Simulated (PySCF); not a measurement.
S- (sulfur, charge -1) across methods

[Ne] 3s2 3p5, 2P determinant. Calculation: PySCF 2.14, in x2c-TZVPPall with one added diffuse shell each of s, p, d type (6s6p4d1f, 51 functions); the spin-free X2C one-electron Hamiltonian (Gaussian nucleus).

| method | E (hartree) | mean ε 3s β (eV) | mean ε 3p α (eV) | mean ε 3p β (eV) | Σ⟨r²⟩ (bohr²) | ⟨S²⟩ |
| --- | --- | --- | --- | --- | --- | --- |
| PBE | -399.1116 | -8.368 | 0.473 | 1.162 | 44.91 | 0.754 |
| PBE0 | -399.1401 | -10.102 | -0.632 | 0.150 | 43.77 | 0.755 |
| PW91 | -399.2745 | -8.401 | 0.448 | 1.130 | 44.80 | 0.754 |
| r2SCAN | -399.2508 | -8.660 | 0.223 | 0.997 | 43.92 | 0.757 |
| TPSSh | -399.2946 | -9.190 | 0.008 | 0.735 | 43.74 | 0.755 |
| B3LYP | -399.3051 | -9.857 | -0.403 | 0.302 | 44.49 | 0.754 |
| UHF | -398.61703 | -14.532 | -3.479 | -2.295 | 43.12 | 0.762 |
| M06-2X | -399.2715 | -11.608 | -1.644 | -0.826 | 43.54 | 0.755 |
| LDA | -397.8917 | -8.537 | 0.363 | 1.056 | 45.11 | 0.753 |

The highest occupied level is positive at PBE, PBE0, PW91, r2SCAN, TPSSh, B3LYP, LDA: only the finite basis holds that electron, which in a density functional comes from self-interaction.
